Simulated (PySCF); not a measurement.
C$_{3}$H$_{8}$AlFO$_{2}$, singlet, geometry from GFN2-xTB (such geometries of metal compounds can be far from the true shape), with bond 15-10 at 1.8 times its length; PySCF with SA2-CASSCF(4,3)/STO-3G.

The PySCF input:
```python
from pyscf import gto, scf, mcscf
import numpy

mol = gto.M(
    atom='''
Al    0.17669133   -0.12064758    0.77427242
F     0.45486568   -0.19934834    2.39794428
O     0.67284351   -1.30128182   -0.26582086
C     1.28132132   -2.50727013   -0.63389664
H     1.70974544   -3.01767278    0.23055108
H     0.53619909   -3.15893966   -1.09722030
H     2.07666242   -2.30207775   -1.35500835
O    -0.63429365    1.23209630    0.29520207
C    -1.18228657    1.95404476   -0.77146862
C    -0.98020126    1.24702696   -2.10134464
H    -2.25297803    2.08783528   -0.57392884
H    -0.70382580    2.94093888   -0.79214597
H    -1.44988575    0.26663239   -2.06321762
H    -1.41240500    1.82686223   -2.91280961
H     0.93591755    0.99974769   -2.41941504
''',
    basis='sto-3g',
    verbose=4,
)

mf = scf.RHF(mol)
mf.kernel()
mc = mcscf.CASSCF(mf, 3, 4)
mc.fix_spin_(ss=0.0)
mc = mc.state_average_([0.5, 0.5])
mc.kernel()
```

**Question.** Predict the main parts of the log of this PySCF run.

**Answer.** 
```
PySCF version 2.14.0

[INPUT] verbose = 4
[INPUT] num. atoms = 15
[INPUT] num. electrons = 64
[INPUT] charge = 0
[INPUT] spin (= nelec alpha-beta = 2S) = 0
[INPUT] symmetry False subgroup None
[INPUT] Mole.unit = angstrom
[INPUT] Symbol           X                Y                Z      unit          X                Y                Z       unit  Magmom
[...]
nuclear repulsion = 376.548041850181
number of shells = 31
number of NR pGTOs = 141
number of NR cGTOs = 47
basis = sto-3g
ecp = {}

******** <class 'pyscf.scf.hf.RHF'> ********
method = RHF
initial guess = minao
damping factor = 0
level_shift factor = 0
DIIS = <class 'pyscf.scf.diis.CDIIS'>
diis_start_cycle = 1
diis_space = 8
diis_damp = 0
SCF conv_tol = 1e-09
SCF conv_tol_grad = None
SCF max_cycles = 50
direct_scf = True
direct_scf_tol = 1e-13
Set gradient conv threshold to 3.16228e-05
Initial guess from minao.
init E= -601.883015249584
[...]
cycle= 1 E= -601.306083796054  delta_E= 0.577  |g|= 0.711  |ddm|= 4.64
[...]
cycle= 2 E= -601.491430348032  delta_E= -0.185  |g|= 0.197  |ddm|= 1.22
[...]
cycle= 3 E= -601.504496889323  delta_E= -0.0131  |g|= 0.0477  |ddm|= 0.302
[...]
cycle= 4 E= -601.505583010976  delta_E= -0.00109  |g|= 0.0162  |ddm|= 0.0925
[...]
cycle= 5 E= -601.505717367903  delta_E= -0.000134  |g|= 0.00385  |ddm|= 0.0327
[...]
cycle= 6 E= -601.505726610507  delta_E= -9.24e-06  |g|= 0.000919  |ddm|= 0.00885
[...]
cycle= 7 E= -601.505727354949  delta_E= -7.44e-07  |g|= 0.000198  |ddm|= 0.00281
[...]
cycle= 8 E= -601.505727392016  delta_E= -3.71e-08  |g|= 4.74e-05  |ddm|= 0.000652
[...]
cycle= 9 E= -601.505727394038  delta_E= -2.02e-09  |g|= 8.81e-06  |ddm|= 0.000163
[...]
cycle= 10 E= -601.505727394081  delta_E= -4.34e-11  |g|= 2.53e-06  |ddm|= 2.12e-05
[...]
Extra cycle  E= -601.505727394086  delta_E= -5.23e-12  |g|= 1.04e-06  |ddm|= 5.54e-06
converged SCF energy = -601.505727394086

******** <class 'pyscf.mcscf.addons.StateAverageCASSCF'> ********
CAS (2e+2e, 3o), ncore = 30, nvir = 14
max_cycle_macro = 50
max_cycle_micro = 4
conv_tol = 1e-07
conv_tol_grad = None
orbital rotation max_stepsize = 0.02
orbital rotation threshold for CI restart = 0.01
augmented hessian ah_max_cycle = 30
augmented hessian ah_conv_tol = 1e-12
augmented hessian ah_linear dependence = 1e-14
augmented hessian ah_level shift = 1e-08
augmented hessian ah_start_tol = 2.5
augmented hessian ah_start_cycle = 3
augmented hessian ah_grad_trust_region = 3
kf_trust_region = 3
kf_interval = 4
ci_response_space = 4
ci_grad_trust_region = 3
with_dep4 0
natorb = False
canonicalization = True
sorting_mo_energy = False
ao2mo_level = 2
internal_rotation = False
******** <class 'pyscf.mcscf.addons.StateAverageSpinPenaltyFCISolver'> ********
max. cycles = 50
conv_tol = 1e-08
davidson only = True
linear dependence = 1e-12
level shift = 0.001
max iter space = 12
nroots = 2
pspace_size = 400
spin = None
State-average over 2 states with weights [0.5, 0.5]
CASCI E = -601.342655106524  S^2 = 0.0000000
Set conv_tol_grad to 0.000316228
macro iter   1 ( 21 JK    4 micro), CASSCF E = -601.366123242095  dE = -2.34681356e-02  S^2 = 0.0000000
               |grad[o]|=0.213  |ddm|=0.0584  |maxRot[o]|=0.198
macro iter   2 ( 21 JK    4 micro), CASSCF E = -601.386624283105  dE = -2.05010410e-02  S^2 = 0.0000000
               |grad[o]|=0.145  |ddm|=0.0693  |maxRot[o]|=0.201
macro iter   3 ( 21 JK    4 micro), CASSCF E = -601.410957453996  dE = -2.43331709e-02  S^2 = 0.0000000
               |grad[o]|=0.108  |ddm|=0.108  |maxRot[o]|=0.189
macro iter   4 ( 21 JK    4 micro), CASSCF E = -601.420795742389  dE = -9.83828839e-03  S^2 = 0.0000000
               |grad[o]|=0.0632  |ddm|=0.0426  |maxRot[o]|=0.155
macro iter   5 ( 21 JK    4 micro), CASSCF E = -601.428345679502  dE = -7.54993711e-03  S^2 = 0.0000000
               |grad[o]|=0.0485  |ddm|=0.0321  |maxRot[o]|=0.159
macro iter   6 ( 21 JK    4 micro), CASSCF E = -601.433380991499  dE = -5.03531200e-03  S^2 = 0.0000000
               |grad[o]|=0.0326  |ddm|=0.0205  |maxRot[o]|=0.159
macro iter   7 ( 20 JK    4 micro), CASSCF E = -601.434416613881  dE = -1.03562238e-03  S^2 = 0.0000000
               |grad[o]|=0.0162  |ddm|=0.0157  |maxRot[o]|=0.0416
macro iter   8 ( 21 JK    4 micro), CASSCF E = -601.434414032605  dE =  2.58127557e-06  S^2 = 0.0000000
               |grad[o]|=0.00544  |ddm|=0.00804  |maxRot[o]|=0.015
macro iter   9 ( 21 JK    4 micro), CASSCF E = -601.434992255382  dE = -5.78222777e-04  S^2 = 0.0000000
               |grad[o]|=0.00512  |ddm|=0.00676  |maxRot[o]|=0.0479
macro iter  10 ( 19 JK    4 micro), CASSCF E = -601.435492824663  dE = -5.00569281e-04  S^2 = 0.0000000
               |grad[o]|=0.00386  |ddm|=0.00173  |maxRot[o]|=0.0615
macro iter  11 ( 17 JK    4 micro), CASSCF E = -601.435503264322  dE = -1.04396590e-05  S^2 = 0.0000000
               |grad[o]|=0.00212  |ddm|=0.00471  |maxRot[o]|=0.00205
macro iter  12 ( 10 JK    4 micro), CASSCF E = -601.435580997137  dE = -7.77328149e-05  S^2 = 0.0000000
               |grad[o]|=0.00211  |ddm|=0.003  |maxRot[o]|=0.0173
macro iter  13 ( 10 JK    4 micro), CASSCF E = -601.435617006087  dE = -3.60089495e-05  S^2 = 0.0000000
               |grad[o]|=0.00144  |ddm|=0.00266  |maxRot[o]|=0.0101
macro iter  14 (  3 JK    1 micro), CASSCF E = -601.435639632150  dE = -2.26260637e-05  S^2 = 0.0000000
               |grad[o]|=0.00091  |ddm|=0.00156  |maxRot[o]|=0.018
macro iter  15 (  6 JK    2 micro), CASSCF E = -601.435639812094  dE = -1.79943640e-07  S^2 = 0.0000000
               |grad[o]|=0.000284  |ddm|=0.00032  |maxRot[o]|=0.000738
macro iter  16 (  1 JK    1 micro), CASSCF E = -601.435639812096  dE = -2.50111043e-12  S^2 = 0.0000000
               |grad[o]|=2.21e-05  |ddm|=2.75e-06  |maxRot[o]|=    0
1-step CASSCF converged in  16 macro (254 JK  56 micro) steps
CASSCF canonicalization
Density matrix diagonal elements [1.66597069 1.6336294  0.70039991]
CASSCF energy = -601.435639812096
CASCI E = -601.435639812096  E(CI) = -3.17741999543341  S^2 = 0.0000000
CASCI state-averaged energy = -601.435639812096
CASCI energy for each state
  State 0 weight 0.5  E = -601.571216191966 S^2 = 0.0000000
  State 1 weight 0.5  E = -601.300063432227 S^2 = 0.0000000
```
